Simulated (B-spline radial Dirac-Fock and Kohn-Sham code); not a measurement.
## Ar 2s: cross section and angular parameters

System: neutral argon in the configuration 1s2 2s2 2p6 3s2 3p6; threshold 326.3 eV (tabulated edge). These are calculated numbers from a radial finite-basis atomic code; the model is Dirac-Hartree-Slater photoionisation with a Latter tail; cross sections with all multipoles, angular parameters from the dipole term and its interference with E2.

Input of the calculation (task.json; shells as n, l, electrons):

```json
{"items": [{
  "Z": 18,
  "q": 0,
  "cfg": [[1, 0, 2], [2, 0, 2], [2, 1, 6], [3, 0, 2], [3, 1, 6]],
  "A": 40,
  "rrms": 3.4274,
  "do": "xps",
  "hv": [67.1, 71.3, 80, 100, 227.0, 258.0, 318.0, 357.0, 448.0, 600, 646.0, 694.0, 836.0, 1000, 1060.0, 1670.0, 2220.0, 2300.0, 2700.0, 2984.4, 4000, 4010.0, 4670.0, 5520.0, 7590.0, 8510.0, 11500.0, 12000, 12200.0, 15000],
  "edges": {"K": 3205.9, "L1": 326.3, "L2": 250.6, "L3": 248.4}
}]}
```

Run with: `python xray2_run.py task.json out`

For linearly polarised light dσ/dΩ = σ/(4π) [1 + β P₂(cos θ) + (δ + γ cos²θ) sin θ cos φ], with θ from the polarisation vector and φ the angle between the beam and the projection of the electron momentum on the plane normal to the polarisation.

```
hν (eV)  σ (kb)      β       γ
    357     310  2.000   0.540
    448     234  2.000   0.184
    600     152  2.000  -0.019
    646     134  2.000  -0.037
    694     119  2.000  -0.047
    836    85.7  2.000  -0.039
   1000    61.3  2.000   0.002
   1060    54.8  2.000   0.020
   1670    21.6  2.000   0.238
   2220    11.5  2.000   0.422
   2300    10.6  2.000   0.447
   2700    7.36  2.000   0.566
 2984.4    5.82  2.000   0.646
   4000    2.88  2.000   0.902
   4010    2.86  2.000   0.905
   4670    1.96  2.000   1.051
   5520    1.28  2.000   1.222
   7590       ?      ?       ?
   8510   0.410  2.000   1.727
  11500   0.180  1.999   2.132
  12000   0.160  1.999   2.193
  12200   0.152  1.999   2.218
  15000  0.0850  1.999   2.533
```

**Question.** Give the values at 7590 eV.

**Answer.** σ = 0.557 kb, β = 2.000, γ = 1.586. For an s subshell δ is negligible.
